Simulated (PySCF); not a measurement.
C3H13Cl3Si4, SMILES Cl[Si]([SiH2][SiH2][Si](C)(C)C)(Cl)Cl, singlet, GFN2-xTB optimised geometry.

```
23

C      1.60    -0.67     0.00
Si    -0.31    -0.67     0.00
C     -0.92     1.14     0.00
C     -0.92    -1.52     1.61
Si    -1.08    -1.79    -1.91
Si     0.19    -1.39    -3.82
Si     0.33     0.88    -4.32
Cl     0.82     1.40    -6.22
Cl    -1.45     1.80    -3.93
Cl     1.70     1.81    -3.12
H      1.99    -0.12    -0.85
H      2.00    -0.21     0.90
H      2.00    -1.68    -0.05
H     -0.61     1.66     0.90
H     -0.51     1.68    -0.85
H     -2.00     1.20    -0.06
H     -0.59    -2.55     1.66
H     -2.01    -1.52     1.66
H     -0.56    -1.01     2.49
H     -1.15    -3.25    -1.72
H     -2.48    -1.45    -2.22
H      1.58    -1.86    -3.67
H     -0.25    -2.05    -5.06
```

Density from PySCF with B3LYP/def2-SVP at that geometry.

Minimum of the electron density along straight lines between bonded atoms, close to the bond critical point (lines longer than 1.1 times the sum of covalent radii, or with two minima, are not listed):

```
bond      length / Å  ρ at the minimum / e bohr⁻³  ∇²ρ there / e bohr⁻⁵  position (fraction from the first atom)
--------  ----------  ---------------------------  --------------------  ---------------------------------------
C1–Si2         1.911                        0.109                  0.31                                     0.62
Si2–C3         1.908                        0.110                  0.30                                     0.38
Si2–C4         1.913                        0.109                  0.31                                     0.38
Si5–Si6        2.332                        0.091            (withheld)                                     0.35
Si6–Si7        2.326                        0.093            (withheld)                                     0.34
Si7–Cl8        2.030                        0.098                  0.29                                     0.37
Si7–Cl9        2.045                        0.095                  0.28                                     0.37
Si7–Cl10       2.043                        0.095                  0.29                                     0.37
C1–H11         1.086                        0.273                 -0.99                                     0.63
C1–H12         1.086                        0.272                 -0.97                                     0.62
C1–H13         1.086                        0.272                 -0.97                                     0.62
C3–H14         1.087                        0.272                 -0.97                                     0.62
C3–H15         1.086                        0.274                 -0.99                                     0.63
C3–H16         1.086                        0.273                 -0.98                                     0.62
C4–H17         1.086                        0.273                 -0.98                                     0.62
C4–H18         1.086                        0.273                 -0.98                                     0.62
C4–H19         1.087                        0.272                 -0.97                                     0.62
Si5–H20        1.474                        0.113                  0.32                                     0.49
Si5–H21        1.473                        0.113                  0.32                                     0.49
Si6–H22        1.472                        0.114                  0.32                                     0.49
Si6–H23        1.472                        0.114                  0.32                                     0.49
```

Question: Some entries are withheld; supply them.

Answer: 
- Si5–Si6, ∇²ρ there / e bohr⁻⁵: -0.05
- Si6–Si7, ∇²ρ there / e bohr⁻⁵: -0.01
